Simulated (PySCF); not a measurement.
## Dipole response of Al³⁺ (aluminium, charge +3)

[Ne], closed-shell 1S. All numbers are calculated (PySCF 2.14, scalar relativity by spin-free X2C-1e, in x2c-QZVPPall with one added diffuse shell each of s, p, d, f type (10s7p5d3f1g, 86 functions)). Coupled (time-dependent) response in atomic units; α is the mean over directions.

```json
{"method": "UHF", "mean α (bohr³)": "0.2563", "C₆ (like pair)": "0.2296", "S(−4)": "0.01440"}
{"method": "PBE", "mean α (bohr³)": "0.2746", "C₆ (like pair)": "0.2501", "S(−4)": "0.01755"}
{"method": "PBE0", "mean α (bohr³)": "0.2690", "C₆ (like pair)": "0.2439", "S(−4)": "0.01652"}
{"method": "wB97X-V", "mean α (bohr³)": "0.2712", "C₆ (like pair)": "0.2463", "S(−4)": "0.01691"}
{"method": "HSE06", "mean α (bohr³)": "0.2691", "C₆ (like pair)": "0.2440", "S(−4)": "0.01655"}
```

S(−4) is the Cauchy moment in α(ω) = α(0) + S(−4) ω² + …

α(iu) at PBE:

```json
{"u (hartree)": "0", "α(iu) (bohr³)": "0.2746"}
{"u (hartree)": "0.0500", "α(iu) (bohr³)": "0.2745"}
{"u (hartree)": "0.100", "α(iu) (bohr³)": "0.2744"}
{"u (hartree)": "0.200", "α(iu) (bohr³)": "0.2739"}
{"u (hartree)": "0.300", "α(iu) (bohr³)": "0.2730"}
{"u (hartree)": "0.500", "α(iu) (bohr³)": "0.2703"}
{"u (hartree)": "0.750", "α(iu) (bohr³)": "0.2652"}
{"u (hartree)": "1.00", "α(iu) (bohr³)": "0.2584"}
{"u (hartree)": "1.50", "α(iu) (bohr³)": "0.2414"}
{"u (hartree)": "2.00", "α(iu) (bohr³)": "0.2218"}
{"u (hartree)": "3.00", "α(iu) (bohr³)": "0.1825"}
{"u (hartree)": "5.00", "α(iu) (bohr³)": "0.1214"}
```

A single London oscillator, α(iu) = α/(1 + u²/ω²), gives C₆ = (3/4) ω α². Matching the computed C₆ needs ω = 4 × 0.2501 / (3 × 0.2746²) = 4.42 hartree.

For an ion, C₆ is the dispersion term alone; charge-induced terms of lower order in 1/R come first.
